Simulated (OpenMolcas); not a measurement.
## Ionisation energies of ruthenium

- Program: OpenMolcas 26.06
- Basis: ANO-RCC [10s9p8d6f4g2h]
- Scalar Hamiltonian: DKH2, point nucleus
- Spin-orbit coupling: state interaction with AMFI integrals over the reference wave functions, term energies averaged over their components

Active shells in each charge state: the valence d shell, with orbitals averaged over the low states. Where CASPT2's correlated closed shells are named, they are those of the first ion.

A. CASSCF
B. SS-CASPT2, IPEA 0.25 Eh, imaginary shift 0.1 Eh (closed shells correlated: 4s 4p)
C. SS-CASPT2, IPEA 0.25 Eh, imaginary shift 0.1 Eh (closed shells correlated: none)
D. SS-CASPT2, IPEA 0 Eh, imaginary shift 0.1 Eh (closed shells correlated: 4s 4p)
E. SS-CASPT2, IPEA 0.25 Eh, imaginary shift 0.1 Eh (closed shells correlated: 3d 4s 4p)

Energies in eV between the lowest computed levels, named as in B; reference values from the NIST Atomic Spectra Database with their kind.

```json
{"From": "Ru2+ 4d6 5D4", "To": "Ru3+ 4d5 6S 5/2", "A": "26.473", "B": "28.219", "C": "27.977", "D": "28.189", "E": "28.184", "Spin-orbit share in B": "+0.132", "Reference": "28.470 (semi-empirical)"}
{"From": "Ru3+ 4d5 6S 5/2", "To": "Ru4+ 4d4 5D0", "A": "44.860", "B": "45.861", "C": "45.583", "D": "45.952", "E": "45.803", "Spin-orbit share in B": "-0.242", "Reference": "45.000 (theoretical)"}
{"From": "Ru4+ 4d4 5D0", "To": "Ru5+ 4d3 4F 3/2", "A": "59.291", "B": "60.320", "C": "59.915", "D": "60.389", "E": "60.270", "Spin-orbit share in B": "-0.111", "Reference": "59.000 (theoretical)"}
{"From": "Ru5+ 4d3 4F 3/2", "To": "Ru6+ 4d2 3F2", "A": "75.638", "B": "76.602", "C": "76.018", "D": "76.685", "E": "76.555", "Spin-orbit share in B": "-0.083", "Reference": "76.000 (theoretical)"}
{"From": "Ru6+ 4d2 3F2", "To": "Ru7+ 4d 2D 3/2", "A": "93.037", "B": "93.985", "C": "93.199", "D": "94.053", "E": "93.946", "Spin-orbit share in B": "+0.124", "Reference": "93.000 (theoretical)"}
{"From": "Ru7+ 4d 2D 3/2", "To": "Ru8+ 4p6 1S0", "A": "110.070", "B": "111.073", "C": "110.070", "D": "111.141", "E": "111.041", "Spin-orbit share in B": "+0.312", "Reference": "110.000 (theoretical)"}
```

The lowest level within the active space need not be the ion's true ground level.
